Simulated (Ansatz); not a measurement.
A nudged elastic band was laid between two geometries of CH$_{5}$S$_{2}$Si (9 atoms, charge 1, multiplicity 1).

The calculation used RKS BHLYP-D4/6-31G* (Ansatz).

```json
{
  "movable images": "7",
  "climbing image": "yes",
  "spring": "5.0 eV/Å²",
  "optimiser": "quadratic models (default)",
  "start path": "IDPP",
  "force threshold": "0.03 eV/Å",
  "iteration limit": "43",
  "end points": "relaxed"
}
```

Image 0:

```xyz
9
Properties=species:S:1:pos:R:3
C 0.375 2.079 0.532
Si 0.844 0.769 -0.440
S 0.607 -1.156 0.515
S -1.079 -1.991 -0.499
H -0.054 1.944 1.511
H 0.547 3.101 0.230
H 1.394 0.709 -1.788
H -1.933 -2.180 0.518
H -0.701 -3.275 -0.580
```

Image 8:

```xyz
9
Properties=species:S:1:pos:R:3
C 1.135 1.760 0.616
Si 0.064 1.101 -0.523
S -1.315 -0.334 0.316
S -0.606 -2.199 -0.453
H 1.158 1.432 1.643
H 1.794 2.578 0.368
H -0.112 1.351 -1.948
H -1.770 -2.819 -0.698
H -0.348 -2.871 0.679
```

Task: What changes between the two ends?

Result: No bond is made or broken. The dihedral H7–Si2–S3–S4 goes from -74 to 73°. The two ends are copies of one structure, up to a mirror image or an exchange of like atoms.

Task: What energy profile does the band end with?

Result: It converged. The highest image is number 4 of 0 to 8, 3.7 kcal/mol above the ends, which have the same energy within 2 meV. A vibrational analysis at the climbing image gives one clearly imaginary mode, 97i cm⁻¹: a first-order saddle point.

```tsv
image	path coordinate (Å)	energy (kcal/mol)	dihedral H7–Si2–S3–S4 (°)
0	0.00	0.0	-74
1	0.61	0.3	-58
2	1.22	1.4	-40
3	1.83	2.9	-21
4	2.44	3.7	0
5	3.05	2.9	21
6	3.65	1.5	40
7	4.25	0.4	57
8	4.86	0.0	73
```

Task: What is the geometry of the highest image?

Result: 
```xyz
9
Properties=species:S:1:pos:R:3
C 1.161 2.010 0.733
Si 0.430 0.844 -0.229
S -0.406 -0.914 0.824
S -1.156 -1.985 -0.797
H 1.246 1.954 1.806
H 1.586 2.886 0.268
H 0.196 0.686 -1.662
H -2.398 -2.271 -0.380
H -0.659 -3.209 -0.563
```

Task: What are the harmonic wavenumbers there?

Result: 97i, 128, 131, 216, 218, 451, 493, 596, 676, 824, 855, 860, 877, 1051, 1310, 1457, 2424, 2766, 2770, 3273, 3370 cm⁻¹.

Run time: 12 min on 1 thread of Intel(R) Xeon(R) Processor @ 2.50GHz (Skylake/Cascade Lake) (shared host), peak memory 0.18 GiB.
